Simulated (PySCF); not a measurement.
ClIn, charge +1, multiplicity 2. Atoms are numbered in the order given.

```xyz
2

In     0.0000     0.0000    -0.6042
Cl     0.0000     0.0000     1.7415
```
Charge +1, spin multiplicity 2.

The structure is a stationary point at B3LYP-D3(BJ)/def2-TZVP. The multiplicity is an assumed one; other spin states were not compared. The def2 effective core potentials stand for the cores of In; spin–orbit coupling is left out.

Calculation: M06-2X/def2-TZVPD in PySCF.

Mulliken values depend strongly on the basis, most of all with diffuse functions as here. ESP charges are fitted to the potential on shells at 1.4 to 2.0 van der Waals radii. Atomic charges (e):

```csv
atom,Mulliken,ESP fit,Mulliken spin
In1,1.20,?,0.62
Cl2,-0.20,?,0.38
```

### Question
What belongs in the gaps? (The exact figures need the calculation; the answer reports its results.)

### Answer

- In1, ESP fit: 1.05
- Cl2, ESP fit: -0.05
